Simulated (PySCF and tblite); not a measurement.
The numbers below are computed, except where a source is named.
C₆H₈FN, numbered as in [CH2:1]=[C:2]1[CH2:3][N:4]=[CH:5][CH2:6][C@H:7]1[F:8].

Level: B3LYP-D3(BJ)/def2-SVP (IEF-PCM, dimethylsulfoxide)//GFN2-xTB, thermal terms from GFN2-xTB, symmetry numbers and mirror pairs counted. Conformers within 3 kcal/mol (GFN2-xTB free energy) were kept, 6 at most. Of two unlike H on one atom, a is the less shielded (KT3/pcSseg-1 (IEF-PCM, dimethylsulfoxide)). (PySCF 2.14, tblite 0.8.)

An NOE distance is ⟨r⁻⁶⟩^(−1/6) over all pairs of like atoms and, for the average, over conformers.

The 6-ring runs over atoms 2–3–4–5–6–7.

```json
{"conformer": "1", "shape": "6-ring half-chair (ring torsions 9, 1, 19, -46, 58, -40°)", "weight %": "56.2"}
{"conformer": "2", "shape": "6-ring half-chair (ring torsions -14, 0, -15, 41, -57, 44°)", "weight %": "43.7"}
{"conformer": "3", "shape": "6-ring boat (ring torsions 43, 1, -43, 36, 3, -44°)", "weight %": "0.1"}
```

**Question.** Which H–H contacts under 3.5 Å would NOEs report (pairs on one atom left out) at 298.15 K?

**Answer.** 
```
       pair  in 1 (Å)  in 2 (Å)  in 3 (Å)  average (Å)
 H6a ··· H7      2.45      2.44      2.39         2.44
 H5 ··· H6a      2.46      2.63      2.84         2.53
 H5 ··· H6b      2.67      2.47      2.44         2.57
H1b ··· H3a      2.47      3.37      2.43         2.66
 H1a ··· H7      3.48      2.42      2.78         2.72
H1b ··· H3b      3.31      2.47      3.35         2.74
 H6b ··· H7      3.06      2.61      2.61         2.80
 H3b ··· H7      2.78      4.29      3.40         3.03
```

Longer pairs under the limit may be missing.

**Question.** In a model where alignment follows shape alone (order matrix 0.002 × (3G/tr G − 1)/2, G the second moments of the atom positions; splitting J + 2D), what are the one-bond C–H dipolar couplings D?

**Answer.** H1a -1.4 Hz (-2.0 in conformer 1), H1b -6.2 Hz (-6.2 in conformer 1), H3a 5.6 Hz (-0.3 in conformer 1), H3b 6.5 Hz (13.5 in conformer 1), H5 -11.1 Hz (-11.5 in conformer 1), H6a 1.3 Hz (-7.0 in conformer 1), H6b 4.5 Hz (12.9 in conformer 1), H7 7.4 Hz (14.0 in conformer 1).
